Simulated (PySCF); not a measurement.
CH4Cl2OSn, SMILES C[O][SnH]([Cl])[Cl]. Geometry: PBE-D3(BJ)/def2-SVP. The def2 effective core potentials stand for the cores of Sn; spin–orbit coupling is left out. Other conformers were not sampled.

Computed equilibrium geometry at PBE-D3(BJ)/def2-SVP (PySCF confirms it by a frequency run) as bond lengths and angles, and its point group (one conformer of several):
point group Cs.
Atoms: Sn1 Cl2 Cl3 O4 C5 H6 H7 H8 H9. Bonds (Å): Sn1–Cl2 2.364, Sn1–Cl3 2.364, Sn1–O4 1.992, Sn1–H6 1.715, O4–C5 1.421, C5–H7 1.110, C5–H8 1.114, C5–H9 1.114. Angles (°): Cl2–Sn1–Cl3 106.5, Cl2–Sn1–O4 107.9, Cl2–Sn1–H6 112.8, Cl3–Sn1–O4 107.9, Cl3–Sn1–H6 112.8, O4–Sn1–H6 108.6, Sn1–O4–C5 119.4, O4–C5–H7 107.4, O4–C5–H8 112.6, O4–C5–H9 112.6, H7–C5–H8 107.9, H7–C5–H9 107.9, H8–C5–H9 108.2.
